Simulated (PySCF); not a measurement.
**How methods differ on the ionisation energy of Cs**

Cs [Xe] 6s1 (2S) → Cs⁺ [Xe] (1S), as a difference of total energies. All numbers are calculated (PySCF 2.14, the spin-free X2C one-electron Hamiltonian (Gaussian nucleus), in x2c-TZVPPall with one added diffuse shell each of s, p, d type (12s8p7d2f1g, 94 functions)). Correlated levels: valence and next inner shell: [Kr] 4d10 frozen. The calculations carry no spin-orbit coupling.

| method | ionisation energy (eV) |
| --- | --- |
| UHF | 3.476 |
| MP2 (valence and next inner shell) | 3.813 |
| SCS-MP2 (valence and next inner shell) | 3.746 |
| CCSD (valence and next inner shell) | 3.809 |
| CCSD(T) (valence and next inner shell) | 3.839 |

**Question.** How much does correlation contribute at CCSD(T) (valence and next inner shell)?

**Answer.** 3.839 − (3.476) = 0.363 eV, measured against UHF.

Errors of the correlated levels include the incompleteness of this basis and the frozen core.

For comparison: 3.894 eV (measured; NIST Atomic Spectra Database, ionization energies).
